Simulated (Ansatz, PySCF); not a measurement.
H5B3N3 (SMILES [B]1NBNBN1), doublet, at a GFN2-xTB geometry. Base run: CCSD(T)/STO-3G (PySCF).

Input for PySCF:
```python
from pyscf import gto, scf, cc

mol = gto.Mole()
mol.atom = '''
    B    -0.48911248    1.40989674   -0.13547428
    N    -1.38981109    0.33756282    0.08926920
    B    -0.95805654   -1.00743956    0.22184004
    N     0.43377292   -1.25037705    0.12014634
    B     1.38580449   -0.22557016   -0.10336250
    N     0.89158792    1.09859602   -0.22726695
    H    -2.38025110    0.51939311    0.16047812
    H    -1.72369966   -1.88045081    0.40790365
    H     0.76291547   -2.19915064    0.21131217
    H     2.53551425   -0.45965454   -0.18304741
    H     1.56349543    1.83495520   -0.38670294
'''
mol.basis = 'sto-3g'
mol.spin = 1
mol.verbose = 4
mol.build()

mf = scf.UHF(mol)
mf.kernel()

mycc = cc.CCSD(mf)
mycc.kernel()
et = mycc.ccsd_t()
print('E(CCSD(T)) = %.10f' % (mycc.e_tot + et))
```

The same geometry, method and basis name were run in Ansatz (a first-principles code) and PySCF, at each program's defaults and at the settings that a row names. The base is PySCF at its defaults. Differences at the defaults can come from grids, fitting, cores and function types together.

```csv
code and settings,ΔE vs base (µEh),basis functions,E (Eh),SCF cycles,SCF-reference dipole (D)
"PySCF, defaults (exact integrals, spherical functions, all electrons correlated)",0.0,35,-237.80587,12,0.50
"Ansatz, defaults (factorised integrals, spherical functions, frozen core)",2437,35,-237.80343,-,-
"PySCF, frozen core",2423,35,-237.80345,12,0.50
"Ansatz, high accuracy, frozen core",2423,35,-237.80345,-,-
```

Open shells are given as the SCF converged; they aren't shown to be the lowest states, and a large step between rows can be another state.
